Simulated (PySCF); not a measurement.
Electron correlation in O+ (oxygen, charge +1)

[He] 2s2 2p3, high-spin 4S determinant. All numbers are calculated (PySCF 2.14, the spin-free X2C one-electron Hamiltonian (Gaussian nucleus), in aug-cc-pCVTZ-DK with one added diffuse shell each of s, p, d, f type (8s7p5d3f, 75 functions)). Frozen: 1s2; 5 electrons correlated.

```
  level  correlation energy (mhartree)
   CCSD                        -116.36
    (T)                          -1.76
CCSD(T)                        -118.12
```

Diagnostics: T1 = 0.0042, D1 = 0.0099, largest double amplitude 0.029.

Is a single reference adequate?

Yes: T1 lies below 0.03 and no double amplitude reaches 0.07.
